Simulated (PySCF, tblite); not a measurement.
C₇H₁₀NOP.
Z-matrix (Å and degrees, GFN2-xTB geometry), rows numbered from 1:
```
C 
C   1  1.3211
P   2  1.8165  1  118.54
C   3  1.8326  2  106.46  1  -129.00
O   3  1.4605  2  115.05  1    -0.60
N   3  1.7034  2  103.59  1   121.92
C   6  1.3698  3  123.56  2  -121.39
C   7  1.3609  6  108.67  3   178.35
C   8  1.4153  7  107.22  6    -0.29
C   9  1.3615  8  107.17  7    -0.01
H   1  1.0784  2  123.05  3  -179.49
H   1  1.0789  2  119.62  3     0.66
H   2  1.0799  1  122.78  3   179.23
H   4  1.0881  3  107.86  2    64.05
H   4  1.0855  3  112.53  2   -57.27
H   4  1.0890  3  107.60  2  -178.51
H   7  1.0720  6  119.87  3    -1.89
H   8  1.0719  7  126.57  6   179.67
H   9  1.0725  8  126.36  7  -179.97
H  10  1.0728  6  121.17  3     1.94
```

Level of theory: PBE0/pcSseg-1 in PySCF (dipole) on a GFN2-xTB geometry, gas phase.

Take the most abundant isotopes and a rigid rotor. The values belong to one conformer with, in the numbering `[CH2:1]=[CH:2][P@@:3]([CH3:4])(=[O:5])[n:6]1[cH:7][cH:8][cH:9][cH:10]1`, C1–C2–P3–C4 -129°, C2–P3–N6–C7 -121°.

(1) What are A, B and C (GHz)?

(2) What kind of rotor is it?

(3) Is it planar, by Δ = Ic − Ia − Ib?

(4) Give the coordinates in the principal-axis frame, origin at the centre of mass.

(5) Predict some low-J microwave lines.

(6) Estimate the classical rotational partition function at 200 K, 298.15 K and 500 K.

Results:

(1) Ia = 248.54, Ib = 607.74, Ic = 621.54 u·Å²; 505379 MHz·u·Å²/I gives 2033, 831.6 and 813.1 MHz, that is A = 2.0334, B = 0.8316, C = 0.8131 GHz.

(2) A near-prolate asymmetric top; Ray's κ = -0.970.

(3) Not planar: Δ = Ic − Ia − Ib = -234.74 u·Å². For a rigid frame Δ = −2 Σ m c², so Σ m c² = 117.37 u·Å² lies off the ab plane: 23.51 from hydrogen and 93.86 from heavier atoms. The atom farthest from that plane is 2.22 Å away.

(4) The sense of each axis is arbitrary; atoms in the order of the calculation.
| atom | mass (u) | a (Å) | b (Å) | c (Å) |
| --- | --- | --- | --- | --- |
| C1 | 12.000 | -2.529 | 1.761 | -0.216 |
| C2 | 12.000 | -1.668 | 1.131 | 0.562 |
| P3 | 30.974 | -0.912 | -0.405 | -0.045 |
| C4 | 12.000 | -1.148 | -1.656 | 1.273 |
| O5 | 15.995 | -1.348 | -0.826 | -1.374 |
| N6 | 14.003 | 0.758 | -0.076 | 0.003 |
| C7 | 12.000 | 1.574 | -0.134 | -1.096 |
| C8 | 12.000 | 2.834 | 0.219 | -0.723 |
| C9 | 12.000 | 2.795 | 0.513 | 0.660 |
| C10 | 12.000 | 1.511 | 0.327 | 1.074 |
| H11 | 1.008 | -3.014 | 2.682 | 0.068 |
| H12 | 1.008 | -2.773 | 1.350 | -1.184 |
| H13 | 1.008 | -1.385 | 1.497 | 1.538 |
| H14 | 1.008 | -2.217 | -1.825 | 1.386 |
| H15 | 1.008 | -0.722 | -1.346 | 2.222 |
| H16 | 1.008 | -0.677 | -2.580 | 0.939 |
| H17 | 1.008 | 1.170 | -0.428 | -2.045 |
| H18 | 1.008 | 3.698 | 0.265 | -1.356 |
| H19 | 1.008 | 3.622 | 0.824 | 1.268 |
| H20 | 1.008 | 1.073 | 0.448 | 2.047 |

(5) The dipole components are |μa| = 0.82 D, |μb| = 0.98 D, |μc| = 3.25 D. Intensities carry the squares of the components, which stand as 0.06 : 0.09 : 1.00 (a : b : c). Some lines, for components of 0.1 D or more:

| type | branch | J(Ka,Kc) | MHz | lower level (cm⁻¹) |
| --- | --- | --- | --- | --- |
| c | Q | 2(1,2) ← 2(0,2) | 1184 | 0.165 |
| c | Q | 1(1,1) ← 1(0,1) | 1202 | 0.055 |
| b | Q | 1(1,0) ← 1(0,1) | 1220 | 0.055 |
| b | Q | 2(1,1) ← 2(0,2) | 1239 | 0.165 |
| a | R | 1(0,1) ← 0(0,0) | 1645 | 0.000 |
| b | R | 2(0,2) ← 1(1,1) | 2087 | 0.095 |
| b | R | 1(1,1) ← 0(0,0) | 2846 | 0.000 |
| c | R | 1(1,0) ← 0(0,0) | 2865 | 0.000 |
| a | R | 2(1,2) ← 1(1,1) | 3271 | 0.095 |
| a | R | 2(0,2) ← 1(0,1) | 3289 | 0.055 |
| a | R | 2(1,1) ← 1(1,0) | 3308 | 0.096 |
| c | Q | 2(2,1) ← 2(1,1) | 3605 | 0.206 |
| b | Q | 2(2,0) ← 2(1,1) | 3606 | 0.206 |
| b | Q | 2(2,1) ← 2(1,2) | 3661 | 0.204 |
| b | R | 2(1,2) ← 1(0,1) | 4473 | 0.055 |
| c | R | 2(1,1) ← 1(0,1) | 4528 | 0.055 |
| b | R | 2(2,1) ← 1(1,0) | 6913 | 0.096 |
| c | R | 2(2,0) ← 1(1,0) | 6913 | 0.096 |
| c | R | 2(2,1) ← 1(1,1) | 6932 | 0.095 |
| b | R | 2(2,0) ← 1(1,1) | 6932 | 0.095 |

(6) Point group C1, symmetry number σ = 1; q = (√π/σ)·√((kT/h)³/(ABC)), k/h = 20836.6 MHz/K: 407000 at 200 K, 740000 at 298.15 K, 1610000 at 500 K.

Its GFN2-xTB frequencies are all real (lowest 43 cm⁻¹). These are rigid-rotor constants of the computed structure; measured ground-state constants (B0) also hold zero-point vibration. A rigid rotor knows nothing of internal rotation, which can split or shift real lines. Quadrupole hyperfine structure (14N) is left out.

The run took 40 s on an Arm Neoverse V2 with one thread, no GPU, shared host, and the process peaked at 1.1 GiB of memory. This is the PBE0/pcSseg-1 job that gave the dipole, with the shieldings it also computed.
